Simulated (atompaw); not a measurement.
## Before and after: PAW (atompaw) potential for nickel (Ni)

```
Element                 : Ni
Generator               : atompaw 4.2.0.5
Type                    : PAW
Functional              : LDA (PW92)
Relativity              : scalar-relativistic
Frozen core             : [Ar]
Valence charge          : 10
Reference configuration : 3d8 4s2 4p0
Partial waves           : 4s (bound): rc 3.00 bohr; 4s channel at 0.05 Ry: rc 3.00 bohr; 4p (bound, empty): rc 3.00 bohr; 4p channel at 3.55 Ry: rc 3.00 bohr; 3d (bound): rc 1.70 bohr; 3d channel at 0.05 Ry: rc 1.70 bohr
Local potential         : troulliermartins scheme with l = 3 at -0.5 Ry, radius 2.20 bohr
Core correction         : smooth core density matched at 1.60 bohr
Augmentation charge     : sinc compensation charge, radius 2.50 bohr; PAW radius 3.00 bohr; waves and projectors: custom rrkj gramschmidtortho
```

All-electron outer shells of the reference configuration (LDA (PW92), scalar-relativistic, ld1.x):

```csv
shell,level (eV),outermost node (bohr),outermost maximum (bohr)
3s,-110.50,0.30,0.64
3p,-71.26,0.27,0.65
3d,-9.14,–,0.63
4s,-5.86,0.92,2.21
4p,-1.34,1.00,3.14
```

Change: all radii scaled by about 1.32 (s 3.96, p 3.96, d 2.24 bohr); local potential troulliermartins scheme with l = 3 at -0.5 Ry, radius 2.90 bohr; augmentation sinc compensation charge, radius 3.30 bohr; PAW radius 3.96 bohr; waves and projectors: custom rrkj gramschmidtortho; core correction smooth core density matched at 2.10 bohr.

Cutoffs: the cutoffs (Ry, on a coarse ladder) from which the occupation-weighted sum of valence levels, in a spherical-Bessel basis at the reference potential, stays within 10 and 1 mRy of its value at 400 Ry; they do not see the model core or the augmentation charge, which bear on the density cutoff.

What does the change do?

The potential gets softer (35 Ry and 60 Ry → 18 Ry and 35 Ry); neither file shows a bound ghost. A larger radius leaves more room for a smooth pseudo-wave, so fewer plane waves are needed.

```csv
quantity,base,changed
"cutoff, loose",35 Ry,18 Ry
"cutoff, tight",60 Ry,35 Ry
loose cutoff by channel (10 mRy a level),"s 6 Ry, d 30 Ry","s 6 Ry, d 15 Ry"
bound ghosts,none,none
lowest overlap eigenvalue by channel,"s 0.31, p 0.59, d 0.95","s 0.13, p 0.80, d 0.10"
```

 The cutoffs see the waves, projectors and local potential, not the compensation charge or the core.
